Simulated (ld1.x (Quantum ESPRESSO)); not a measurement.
# Pseudopotential generation for rhenium: TM, PBEsol, scalar-relativistic.

- Element: Re (Z = 75)
- Generator: ld1.x (Quantum ESPRESSO) 7.5
- Type: norm-conserving Troullier–Martins (Kleinman–Bylander form)
- Functional: PBEsol
- Relativity: scalar-relativistic
- Frozen core: [Xe] 4f14
- Valence charge: 7
- Reference configuration: 5d6 6s1 6p0
- Partial waves: 6s (bound): rc 2.50 bohr; 5d (bound): rc 2.60 bohr; 5f channel at 0.05 Ry: rc 2.90 bohr; 6p (bound, empty): rc 3.50 bohr
- Local potential: the p channel
- Core correction: a·sin(br)/r model core inside 1.55 bohr

All-electron outer shells of the reference configuration (PBEsol, scalar-relativistic, ld1.x):

```json
{"shell": "5p", "level (eV)": "-45.02", "outermost node (bohr)": "0.56", "outermost maximum (bohr)": "1.06"}
{"shell": "4f", "level (eV)": "-40.13", "outermost node (bohr)": "–", "outermost maximum (bohr)": "0.41"}
{"shell": "6s", "level (eV)": "-5.33", "outermost node (bohr)": "1.25", "outermost maximum (bohr)": "2.61"}
{"shell": "5d", "level (eV)": "-4.03", "outermost node (bohr)": "0.62", "outermost maximum (bohr)": "1.45"}
{"shell": "6p", "level (eV)": "-1.02", "outermost node (bohr)": "1.50", "outermost maximum (bohr)": "3.79"}
```

Results:

```
Cutoffs needed           : 30 Ry and 35 Ry (the cutoffs (Ry, on a coarse ladder) from which the occupation-weighted sum of valence levels, in a spherical-Bessel basis at the reference potential, stays within 10 and 1 mRy of its value at 400 Ry)
Ghost test               : no extra level below or beside the all-electron valence levels (s, d, f, p tested) (spherical-Bessel basis up to 400 Ry, 20 bohr box)
Largest excitation error : -588 meV (all-electron minus pseudo) for 5d4 6s0 6p0, out of 7 test configurations
```

Generation and tests took about 2.7 s on one core of a shared server CPU.
